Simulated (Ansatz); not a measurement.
An input meant for LiNbO₃ (charge 0, singlet).

```yaml
crystal:
  periodic: [true, true, true]
  atoms:
    - {symbol: Li, position_ang: [0.960339, -0.514667, 0.737075]}
    - {symbol: Nb, position_ang: [-0.926825, 0.826404, -0.358798]}
    - {symbol: O, position_ang: [-0.472897, -1.122831, -0.379108]}
    - {symbol: O, position_ang: [0.517443, -0.332892, -1.117813]}
    - {symbol: O, position_ang: [-0.078060, 1.143986, 1.118644]}
basis:
  gaussian: {orbitals: def2-TZVP}
hamiltonian: {xc: {name: BHLYP}, dispersion: d3bjatm}
scf: {lower_state_search: off}
```

```sh
$ ansatz run in.yaml --threads 4 --pin off --events-out ev --progress --plain --max-ram 3916MiB
```

(1) Predict how Ansatz answers.

Results:

(1) The program refused the input. The species is marked periodic without a cell.
```
Error: YAML parse error: error: line 2 column 3: crystal: missing field `lattice` (a structure is typed as `lattice` and `atoms`, a molecule's as `atoms` in Å alone, or read from a run's directory, `checkpoint`)
 --> <input>:2:3
1 | crystal:
2 |   periodic: [true, true, true]
3 |   atoms:
4 |     - {symbol: Li, position_ang: [0.960339, -0.514667, 0.737075]}
```
